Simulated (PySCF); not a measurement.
Species: C₇H₂NOS (charge -1).
Bonds: C1–C2 (triple), C2–C3, C3–C4 (aromatic), C4–C5 (aromatic), C5–O6, C5–S7 (aromatic), S7–C8 (aromatic), C8–C9, C9–N10 (triple), C3–C8 (aromatic). Hydrogens: H11 on C1; H12 on C4.

NICS = −σ at a ghost point: NICS(0) at the centroid of the ring atoms, NICS(1) 1 Å to either side along the normal of their mean plane, zz for the tensor component along that normal. Level: GIAO PBE0/pcSseg-1 (PySCF, non-relativistic, gas phase) on the GFN2-xTB geometry, one conformer.

Ring bond lengths (Å), with Mayer bond orders in brackets: C3–C4 1.396 (1.32), C4–C5 1.395 (1.28), C5–S7 1.844 (0.93), S7–C8 1.760 (1.06), C8–C3 1.392 (1.33).

Question: What do the NICS probes read (ppm)?

Answer: 
```
          ring                                               type  NICS(0)  NICS(1), two faces  NICS(1)zz, two faces  rms pucker (Å)  centre to ring atoms, mean (Å)
C3–C4–C5–S7–C8  5-membered ring with S; formal bonds all aromatic    -10.3         -7.3 / -7.3         -12.6 / -12.6            0.00                            1.32
```

Question: What can be read from them?

Answer: 
- C3–C4–C5–S7–C8: mean NICS(1)zz -12.6 ppm, shielded.

Question: How equal are the bonds by HOMA? HOMA takes Krygowski's 1993 parameters.

Answer: 
- C3–C4–C5–S7–C8: HOMA 0.34; the largest term is that of C5–S7, α(R − Ropt)² = 2.62.

Question: What is the mean of the two in-plane components of NICS at the first NICS(1) probe listed for ring C3–C4–C5–S7–C8, 1 Å off the ring?

Answer: The isotropic value is a third of the trace: (3 × -7.3 − (-12.6))/2 = -4.6 ppm.

Question: List the ring angles and the Hirshfeld charges of the ring atoms.

Answer: 
- C3–C4–C5–S7–C8: C3 114.4° (-0.025 e), C4 116.1° (-0.151 e), C5 107.1° (+0.056 e), S7 91.6° (-0.044 e), C8 110.7° (-0.086 e); sum 540.0° against 540° for a flat convex ring.

Question: How shielded are the nuclei of the rings and their hydrogens (means over atoms taken as equivalent)?

Answer: 
```tsv
atoms	environment	σ isotropic (ppm)	principal values of the symmetric part, first atom (ppm)
C3	substituted aromatic carbon	52.5	-35.3, 43.2, 149.6
C4	aromatic CH carbon	86.0	41.0, 85.9, 131.1
C5	aromatic carbon bearing oxygen	0.4	-68.9, 33.2, 36.9
S7	thiophene-type sulfur	279.2	17.9, 379.9, 439.9
C8	substituted aromatic carbon	99.6	30.4, 129.7, 138.8
H12	aromatic hydrogen	26.78	24.1, 26.9, 29.4
```
